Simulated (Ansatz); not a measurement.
Basis-set extrapolation for C3H5ClOSi, SMILES `OC1=C([SiH2]Cl)C1` (PBE0-D4/def2-TZVP geometry, frozen core, Ansatz 0.2.0). Multiplicity 1, RHF reference.

```json
{"": "HF", "def2-TZVPP": "-939.876450", "def2-QZVPP": "-939.906638"}
{"": "MP2 correlation", "def2-TZVPP": "-1.019097", "def2-QZVPP": "-1.097708"}
{"": "CCSD(T) correlation", "def2-TZVPP": "-1.109940", "def2-QZVPP": "not run"}
```

Energies in hartree. Use E(X) = E(∞) + A·exp(−7.88·√X) for Hartree–Fock and E(X) = E(∞) + B·X^(−2.97) for correlation, with X = 3 and 4, and add CCSD(T) minus MP2 of the smaller set to the MP2 limit.

**Question.** What is the CCSD(T) energy at the basis-set limit?

**Answer.** HF limit: -939.906638 + (-0.030188) × 0.13774 = -939.91080. MP2 limit: -1.097708 + (-0.078611) × 0.74074 = -1.15594. Higher-order term: -1.109940 − (-1.019097) = -0.09084. Total: -941.15758 hartree, 449.5 kJ/mol below CCSD(T)/def2-TZVPP.
